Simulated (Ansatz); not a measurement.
Consider the redistribution: `BN([SiH3])[SiH2]F` + `[SiH3][SiH2][GaH2]` → `B[SiH2][SiH3]` + `F[SiH2][N]([SiH3])[GaH2]`.

Program: Ansatz. Geometries: PBE0-D4/def2-TZVP. ΔE: electronic, gas phase. CBS: MP2 limit from def2 TZ/QZ plus the TZ coupled-cluster correction, frozen cores. DFT in def2-TZVPP. B3LYP here is the variant with VWN-RPA as its local correlation; programs differ in this. For Ga outer-core shells are correlated without core-valence functions, which leaves a few kJ/mol of doubt a bond. Scalar relativity is left out up to krypton. Each species was taken in one conformer, which may not be the lowest.

```csv
level,ΔE (kJ/mol)
B3LYP-D4,97.8
B2PLYP,96.1
r2SCAN,94.8
HF/def2-TZVPP,94.8
```

Q: What does CCSD(T)/CBS give? (Best estimate.)

A: Computed: +91.0 kJ/mol. The listed levels differ from it by 6.8, 5.1, 3.8, 3.8 kJ/mol.

Largest T1 diagnostic among the species: 0.014.

In def2-TZVPP, CCSD(T) changes the Hartree–Fock value by −4.0 kJ/mol (the triples alone add −0.5 kJ/mol) and MP2 by −4.3 kJ/mol. The D4 term adds −3.3 kJ/mol with B3LYP and −1.7 kJ/mol with PBE0; it sums over pairs of atoms, weighted by their polarisabilities, and B3LYP, whose exchange is more repulsive, gets the larger term.
